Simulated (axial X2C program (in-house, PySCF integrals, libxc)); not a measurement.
## What spin–orbit coupling does to AlPb

All values were computed with an in-house relativistic program for diatomic molecules. Spin-free means the one-electron spin-free X2C Hamiltonian; two-component (2c) means X2C with spin–orbit coupling and atomic mean-field two-electron Coulomb and Gaunt terms, so the difference of the two also holds small scalar two-electron terms. Basis: Pb dyall-cv3z [12s14p10d7f1g], Al dyall-v3z [8s8p2d1f] (cores contracted in-house); Gaussian nuclei, density fitting, unrestricted open shells. Masses: Pb 207.977 u, Al 26.982 u.

Spin-free state: M_S = 3/2, Λ = 0 (beyond evenly filled blocks: σα, π+α, π-α); fragments Pb + Al.

| level | Re (Å) | ωe (cm⁻¹) | De (eV) | μ (D) |
| --- | --- | --- | --- | --- |
| PBE0 | 2.706 | 245.0 | 2.127 | 0.40 |
| HF | 2.783 | 220.0 | 1.257 | 1.52 |
| CCSD | 2.736 | 242.3 | 1.801 | n/a |
| CCSD(T) | 2.733 | 244.6 | 1.911 | n/a |
| BP86 | 2.737 | 230.9 | 2.208 | 0.33 |

Correlated methods: 7 electrons correlated (number of frozen shells: Pb 5 s, 4 p, 3 d, 1 f; Al 2 s, 1 p), 235 virtual spin orbitals or spinors in MP2, 90 natural virtuals in coupled cluster.

Dipoles are positive if Al is the positive end.

Two-component determinant lowest at the distance of the search:

Ω = 3/2 (⟨Sz⟩ = 1.39, ⟨Lz⟩ = 0.11 at HF); fragments Pb + Al.

```csv
level,Re (Å),ωe (cm⁻¹),De (eV),μ (D)
PBE0,2.694,232.1,1.299,0.33
HF,2.772,219.8,0.626,1.14
CCSD,2.732,232.0,0.877,n/a
CCSD(T),2.728,232.3,0.987,n/a
BP86,2.718,217.3,1.361,0.36
```

(1) From the two tables, how do the constants change at the CCSD(T) level (2c against spin-free)?

One determinant describes the state; a PBE0 search over occupations chose it and may have missed a lower one. Dissociation energies refer to the lowest single-determinant-based atoms at the same level and basis. Density functionals use the spin component along the axis (collinear). CCSD and (T) use frozen natural virtuals with an MP2 correction for the truncation; (T) itself is uncorrected, so its De runs slightly low. The 2c atoms are single determinants rather than J levels; their spin–orbit lowering is only partly caught, and De is too large by that part. This holds for PBE0, CCSD, CCSD(T), BP86. Other states lie close and PBE0, whose exact exchange favours high spin, may order them wrongly; the determinant shown need not be the ground state. The nearest other spin-free determinant of the search, M_S = 1/2, Λ = 0, lies 0.31 eV up at the distance of the search. The functionals have no current-density term, which raises determinants with orbital currents, atoms included. With several unpaired electrons one determinant need not be a pure state. This is the top spin component of a Σ state; components of lower Ω are not single determinants and can lie lower. The T1 diagnostic is large, a sign of multireference character. With the outer-core shells frozen, correlated bond lengths of heavy atoms tend to come out a few hundredths of an ångström too long.

## Answers

(1) At the CCSD(T) level Re decreases by 0.005 Å and ωe drops by 12.3 cm⁻¹; De is not compared, since the atomic limits differ or miss part of their spin–orbit lowering.
